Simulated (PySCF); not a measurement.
## [YbH3(H2O)]− at several levels of theory

Computed with PySCF 2.14.0 (density fitting, no spin-orbit coupling) at the geometry relaxed with PBE0:

```xyz
7
[YbH3(H2O)]− (singlet)
Yb    0.1527    0.0725    0.1769
H     1.4556    1.1577    1.5454
H    -2.0918   -0.1869    0.6859
H     0.9028   -1.4034   -1.2407
O    -1.5633    1.1518   -1.1380
H    -2.0196    0.5919   -0.3411
H    -1.6847    0.5694   -1.8999
```

```json
{"level": "PBE0", "basis": "Yb def2-SVP with ECP28, H def2-SVP, O def2-SVP", "state": "singlet", "HOMO (eV)": "-0.10", "gap (eV)": "3.46", "charge on Yb1 (e)": "0.32", "population of f-type functions on Yb1 (core shells left out)": "13.99", "dipole about the centre of mass (D)": "2.07", "largest force component (eV/Å)": "0.02"}
{"level": "B3LYP", "basis": "the same", "state": "singlet", "HOMO (eV)": "0.34", "gap (eV)": "2.82", "charge on Yb1 (e)": "0.29", "population of f-type functions on Yb1 (core shells left out)": "13.98", "dipole about the centre of mass (D)": "2.08", "largest force component (eV/Å)": "0.17"}
{"level": "revPBE", "basis": "the same", "state": "singlet", "HOMO (eV)": "2.17", "gap (eV)": "0.68", "charge on Yb1 (e)": "0.20", "population of f-type functions on Yb1 (core shells left out)": "13.93", "dipole about the centre of mass (D)": "2.03", "largest force component (eV/Å)": "0.75"}
```

Charges are Mulliken's, which hang on the basis. The relaxation used the grid (50, 194), these runs (75, 302) or, all-electron (x2c bases, spin-free X2C Hamiltonian), (99, 590).

Problem. What does PBE0 with Yb def2-TZVP with ECP28, H def2-TZVP, O def2-TZVP give here?

Solution. state singlet, HOMO (eV) -0.18, gap (eV) 3.47, charge on Yb1 (e) 0.39, population of f-type functions on Yb1 (core shells left out) 13.99, dipole about the centre of mass (D) 1.94, largest force component (eV/Å) 0.18. Time: 31 s on 2 threads of Arm Neoverse V1, with other jobs on the host, from free ions and atoms.

In the first row's basis the gap widens with exact exchange: 0.7 eV for revPBE (none); 2.8 to 3.5 eV for B3LYP, PBE0 (a fixed share).

Small gap, closed shell not tested for a spin-broken solution: revPBE.

The highest filled level of some runs lies above zero, as often for anions with such functionals and bases.
